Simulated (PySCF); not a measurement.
Bonds (- single, = double, # triple, : aromatic): C1=C2 1.306 Å, C2-C3 1.456 Å, C3-Cl4 1.764 Å, C3-C5 1.531 Å, C5-C6 1.422 Å, C6#N7 1.144 Å, C5-C2 1.482 Å. C1 carries H8, H9; C3 carries H10; C5 carries H11. Stereochemistry as in C=C1[C@@H](Cl)[C@@H]1C#N. H8 is cis to C3; H9 is trans to C3.

PySCF 2.14.0 with density-fitted response routines calculation with NMR shieldings at PBE0/pcSseg-1/GIAO and GFN2-xTB structure; relativity neglected, in vacuum, single conformer.

List the cross peaks expected in HSQC, COSY and HMBC spectra.

Results:



HSQC (one-bond C–H):
```
        δH          δC
 6.47 (H8)  121.0 (C1)
 6.43 (H9)  121.0 (C1)
3.78 (H10)   40.3 (C3)
1.93 (H11)   13.6 (C5)
```

COSY cross peaks (H two or three bonds apart, from the bond graph; peaks can be absent where the dihedral angle is near 90°):
```
        δH          δH
 6.47 (H8)   6.43 (H9)
3.78 (H10)  1.93 (H11)
```

HMBC (two and three bonds, from the bond graph):
```
        δH                                             δC
 6.47 (H8)               137.6 (C2), 40.3 (C3), 13.6 (C5)
 6.43 (H9)               137.6 (C2), 40.3 (C3), 13.6 (C5)
3.78 (H10)  137.6 (C2), 121.3 (C6), 121.0 (C1), 13.6 (C5)
1.93 (H11)  137.6 (C2), 121.3 (C6), 121.0 (C1), 40.3 (C3)
```

Chemical shifts δ = σref − σ; $^{1}$H (σ = 31.72 ppm) and $^{13}$C (σ = 186.93 ppm) vs TMS, all at this level.

Carbons that carry Cl, above all several Cl atoms, come out too deshielded, partly because spin–orbit coupling is missing. Shifts are as computed. Against solution values, carbons near 30 ppm lie about +3 ppm off and those near 130 ppm about +5 ppm; carbons on Cl a further +6 ppm. Of 1309 compounds with measured shifts, 239 miss one by over three times the rms of a fit or turn the order of signals round; such compounds aren't used in these exercises.
